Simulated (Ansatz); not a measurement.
Cartesian coordinates (Å):
```xyz
6

Sc    -0.0462    -0.0108    -0.0540
Cl    -0.6112    -2.0203    -1.0240
Cl     2.0147     1.0118    -0.0592
N     -1.4606     0.9502     0.8622
H     -2.4419     0.6558     0.9614
H     -1.3527     1.8596     1.3329
```
Charge 0, spin multiplicity 1.

These are frozen-core CCSD(T)/def2-TZVPP // BP86-D3(BJ)/def2-SVP (Ansatz, a program for electronic structure) values and carry that method's errors.

```yaml
HF energy: -1734.65997 Ha
MP2 correlation energy: -0.88575 Ha
```

**Question.** Estimate the CCSD correlation energy, the (T) correction, the total energy and the T1 diagnostic.

**Answer.** 
CCSD correlation energy: -0.93365 Ha
(T) correction: -0.03948 Ha
CCSD(T) total energy: -1735.63309 Ha
T1 diagnostic: 0.014
